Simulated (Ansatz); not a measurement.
The cluster Nb4⁺, relaxed as a doublet with UKS PBE-D4/def2-SVP in Ansatz, starting from the GFN2-xTB geometry. Force threshold 0.02 eV/Å.

In the def2 sets Nb takes a core potential; there is no spin–orbit coupling. The structure comes from a short search, and lower isomers may exist.

Start:

Cartesian coordinates in Å:
```
Nb -2.021 0.031 -1.293
Nb 1.533 0.937 -1.001
Nb -0.168 0.964 1.856
Nb 0.656 -1.932 0.437
```

Question: Estimate the energy that the relaxation releases and the steps that it takes.

Answer: 8.58 eV, in 13 steps; 55 s on 4 threads of Arm Neoverse V1 on a shared host. No frequencies were taken in this run, so the end may be a saddle point.

Question: Does the start keep its bonding and symmetry?

Answer: By distances, no bond broke or formed. The bond that changes most is Nb1–Nb3, from 3.77 to 2.49 Å (atoms count from 1). The end is the same structure that another start reached, the lowest one found. Point group Cs at the start, D2d at the end, both within 0.05 Å.

Question: Predict the relaxed structure.

Answer: 
```xyz
4

Nb   -1.345   -0.010   -0.772
Nb    1.168    0.700   -0.743
Nb   -0.238    0.788    1.312
Nb    0.415   -1.478    0.204
```
Bond lengths (bridged metal pairs left out): 6 × Nb–Nb 2.49 to 2.61 Å.
